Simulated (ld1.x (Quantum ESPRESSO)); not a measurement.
u(r) = r·R(r): atom against pseudo-atom (K (Z = 19))

Columns: radius, all-electron u(r) and pseudo u(r) of the 4p shell (level -0.99 eV) of potassium in the configuration [Ar] 4s0.5 4p0.5; BLYP, scalar-relativistic, TM semilocal scheme, ld1.x (Quantum ESPRESSO) 7.5.

| r (bohr) | all-electron | pseudo |
| --- | --- | --- |
| 0.185 | 0.0761 | 0.0015 |
| 0.370 | 0.0332 | 0.0058 |
| 0.555 | -0.0502 | 0.0129 |
| 0.740 | -0.1114 | 0.0222 |
| 0.925 | -0.1389 | 0.0335 |
| 1.110 | -0.1378 | 0.0461 |
| 1.295 | -0.1169 | 0.0597 |
| 1.480 | -0.0842 | 0.0739 |
| 1.665 | -0.0453 | 0.0886 |
| 1.850 | -0.0039 | 0.1038 |
| 2.035 | 0.0378 | 0.1198 |
| 2.220 | 0.0783 | 0.1369 |
| 2.405 | 0.1168 | 0.1554 |
| 2.590 | 0.1529 | 0.1758 |
| 2.775 | 0.1861 | 0.1979 |
| 2.960 | 0.2166 | 0.2215 |
| 3.145 | 0.2441 | 0.2456 |
| 3.330 | 0.2688 | 0.2690 |
| 3.515 | 0.2907 | 0.2907 |
| 3.700 | 0.3101 | 0.3101 |
| 3.885 | 0.3272 | 0.3272 |
| 4.070 | 0.3420 | 0.3420 |
| 4.255 | 0.3548 | 0.3548 |
| 4.440 | 0.3656 | 0.3656 |
| 4.625 | 0.3747 | 0.3747 |
| 4.810 | 0.3819 | 0.3819 |

**Question.** How many radial nodes do the two functions have?

**Answer.** The all-electron 4p function has n − l − 1 = 2; the pseudo-wave has 0, since the states of the same l below it are removed with the core.

**Question.** At about which radius was the pseudo-wave matched?

**Answer.** 3.70 bohr. The columns agree to 0.0005 from 3.33 bohr on; several derivatives are matched, so the curves merge somewhat inside the radius.

**Question.** Is the pseudo-wave norm-conserving?

**Answer.** Yes: the TM semilocal scheme keeps the norm inside the radius equal to the all-electron one, which fixes the energy derivative of the logarithmic derivative at the level.
